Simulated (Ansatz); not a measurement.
`CCC1CO1` and `[SiH3]SC1CO1` differ in one atom or group.

Ansatz, PBE0-D4/def2-TZVP geometries, multiplicity 1. Each molecule was computed in one conformer, which needn't be the lowest.

| property | `CCC1CO1` |
| --- | --- |
| HOMO–LUMO gap (ωB97M-V/def2-TZVPP) / eV | 12.85 |
| LUMO energy (B3LYP/def2-TZVPP) / eV | 0.90 |
| size of the dipole moment (ωB97M-V/def2-TZVPP) / D | 1.95 |
| HOMO energy (B3LYP/def2-TZVPP) / eV | -7.49 |
| HOMO–LUMO gap (PBE/def2-TZVPP) / eV | 6.54 |
| HOMO energy (PBE0/def2-TZVPP) / eV | -7.75 |

(1) Give the same properties after the change, and the shifts. (Estimate.)

## Answers

(1) Ansatz gave: 
| property | `[SiH3]SC1CO1` | shift |
| --- | --- | --- |
| HOMO–LUMO gap (ωB97M-V/def2-TZVPP) / eV | 11.43 | -1.42 |
| LUMO energy (B3LYP/def2-TZVPP) / eV | -0.08 | -0.98 |
| size of the dipole moment (ωB97M-V/def2-TZVPP) / D | 1.31 | -0.64 |
| HOMO energy (B3LYP/def2-TZVPP) / eV | -7.11 | 0.38 |
| HOMO–LUMO gap (PBE/def2-TZVPP) / eV | 5.37 | -1.17 |
| HOMO energy (PBE0/def2-TZVPP) / eV | -7.35 | 0.40 |

With PBE0 the HOMO rises by 0.40 eV and the LUMO falls by 1.12 eV, so the gap narrows by about 1.52 eV. PBE moves the HOMO by -0.05 eV and ωB97M-V by 0.64 eV. Dipoles are sizes alone; their direction can turn.

B3LYP here is the variant with VWN-RPA as its local correlation; programs differ in this.

Positive LUMOs are unbound, so they and the gaps depend on the basis.
